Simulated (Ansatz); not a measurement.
Program: Ansatz. Geometries: PBE0-D4/def2-TZVP. ΔE: electronic, gas phase. CBS: MP2 limit from def2 TZ/QZ plus the TZ coupled-cluster correction, frozen cores. This one scheme is used for every species. Functionals use def2-TZVPP. B3LYP here is the variant with VWN-RPA as its local correlation; programs differ in this. Each species was taken in one conformer, which may not be the lowest.

Consider the hydrogenolysis of the Si–N bond: `[SiH3][SiH2][N]1[CH2][AlH]1` + H₂ → `[SiH3][SiH3]` + `[CH2]1[NH][AlH]1`.

CCSD(T)/CBS gives +48.1 kJ/mol.

Problem. Another level gave +47.6 kJ/mol. Which?
A. MP2/def2-TZVPP
B. PBE0-D4/def2-TZVPP
C. B3LYP/def2-TZVPP
D. r2SCAN-D4/def2-TZVPP

Solution. D. r2SCAN-D4 47.6, PBE0-D4 42.3, B3LYP 32.3, MP2/def2-TZVPP 56.4 kJ/mol.

Largest T1 diagnostic among the species: 0.015.

In def2-TZVPP, CCSD(T) changes the Hartree–Fock value by +16.4 kJ/mol (the triples alone add +4.7 kJ/mol) and MP2 by +26.5 kJ/mol. The D4 term adds +16.1 kJ/mol with B3LYP and +9.2 kJ/mol with PBE0; it sums over pairs of atoms, weighted by their polarisabilities, and B3LYP, whose exchange is more repulsive, gets the larger term.
